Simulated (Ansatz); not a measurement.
Input (CCSDTQ/cc-pVDZ; Ansatz, a first-principles code):

Ansatz 0.2 input:
```yaml
crystal:
  periodic: [false, false, false]
  atoms:
    - {symbol: Ga, position_ang: [-0.62059609, -0.97991601, 0.16111491]}
    - {symbol: H, position_ang: [-0.05776643, -1.95345772, 1.23869712]}
    - {symbol: H, position_ang: [-1.88787685, -1.11869668, -0.73358253]}
    - {symbol: Br, position_ang: [0.60526063, 0.95570145, -0.15713362]}
basis:
  gaussian:
    orbitals: cc-pVDZ
magnetization: {spin_polarized: false}
correlation: {method: ccsdtq, electrons: outside_noble_gas}
```

Output:

```
Functional definition: HF
integrals: 0.06 GiB planned
1266 factors; integrals over basis functions are off by at most 1.5e-7 eV
mean field: 0.39 GiB planned
mean field evaluation 1: about -122363.7905 eV, gradient 1.2e1 eV
mean field evaluation 2: about -122363.7974 eV, gradient 1.2e1 eV
mean field evaluation 4: about -122364.4935 eV, gradient 1.1e0 eV
mean field evaluation 8: about -122364.4995 eV, gradient 1.8e-4 eV
mean field evaluation 16: about -122364.4995 eV, gradient 3.2e-6 eV
mean field -122364.49953845 eV, -4496.8124164014 hartree, gradient 3.2e-6 eV, S^2 0.000000; 0 other end points of the search recorded, 0 dependent functions left out
28 core orbitals not correlated
reference -122364.49953845 eV, -4496.8124164014 hartree; 6, 6 occupied and 30, 30 virtual orbitals, 1266 factors
second order -4.88021550 eV of doubles, -0.00000000 eV of singles
coupled cluster: 2.40 GiB planned
cycle   1  -5.40927897 eV  change   -5.3e-1 eV  update   6.4e-2
cycle   2  -5.66646571 eV  change   -2.6e-1 eV  update   2.7e-2
cycle   3  -5.73045388 eV  change   -6.4e-2 eV  update   1.7e-2
cycle   4  -5.72428719 eV  change    6.2e-3 eV  update   5.1e-3
cycle   5  -5.72810145 eV  change   -3.8e-3 eV  update   2.8e-3
cycle   6  -5.72959386 eV  change   -1.5e-3 eV  update   1.1e-3
cycle   7  -5.72876214 eV  change    8.3e-4 eV  update   4.6e-4
cycle   8  -5.72860841 eV  change    1.5e-4 eV  update   1.9e-4
cycle   9  -5.72868191 eV  change   -7.4e-5 eV  update   1.0e-4
cycle  10  -5.72869456 eV  change   -1.3e-5 eV  update   3.5e-5
cycle  11  -5.72869698 eV  change   -2.4e-6 eV  update   1.7e-5
cycle  12  -5.72869567 eV  change    1.3e-6 eV  update   7.9e-6
cycle  13  -5.72869412 eV  change    1.6e-6 eV  update   2.7e-6
cycle  14  -5.72869335 eV  change    7.6e-7 eV  update   1.2e-6
Total energy: -122370.22823181 eV, -4497.0229419991 hartree
```
